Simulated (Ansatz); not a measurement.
A run on GeO (`[O+]#[Ge-]`) with other settings.

```yaml
crystal:
  periodic: [false, false, false]
  atoms:
    - {symbol: O, position_ang: [-0.688993, 0.249047, -0.348403]}
    - {symbol: Ge, position_ang: [0.688993, -0.249047, 0.348403]}
basis:
  gaussian: {orbitals: aug-cc-pVTZ}
hamiltonian: {xc: {name: SPW92}}
output: {forces: true}
```

```sh
$ ansatz run in.yaml --threads 2 --pin off --events-out ev --progress --plain --max-ram 32768MiB --backend cpu
```

Output, abridged:

```
Functional definition: SPW92
654 factors; their error is unknown
mean field evaluation 1: about -58454.4862 eV, gradient 8.3e1 eV
mean field evaluation 2: about -58258.1405 eV, gradient 2.1e2 eV
mean field evaluation 4: about -58463.8336 eV, gradient 3.7e1 eV
mean field evaluation 8: about -58466.8914 eV, gradient 1.6e-1 eV
mean field evaluation 16: about -58466.8770 eV, gradient 7.2e-4 eV
mean field -58466.87696305 eV, -2148.6180981195 hartree, gradient 6.1e-5 eV, S^2 0.000000; 0 other end points of the search recorded, 0 dependent functions left out
reference -58466.87699243 eV, -2148.6180991991 hartree; 20, 20 occupied and 85, 85 virtual orbitals, 654 factors
Total energy: -58466.87699243 eV, -2148.6180991991 hartree
Atom 0 at    -0.688993     0.249047    -0.348403 Å, force    -0.154426     0.055820    -0.078089 eV/Å
Atom 1 at     0.688993    -0.249047     0.348403 Å, force     0.154426    -0.055820     0.078089 eV/Å
Dipole moment:     0.557121    -0.201380     0.281719 e Å
```

It took 0.91 s on 2 threads of an AMD EPYC 7R13 on a shared host, with 0.14 GiB of host memory at the peak.
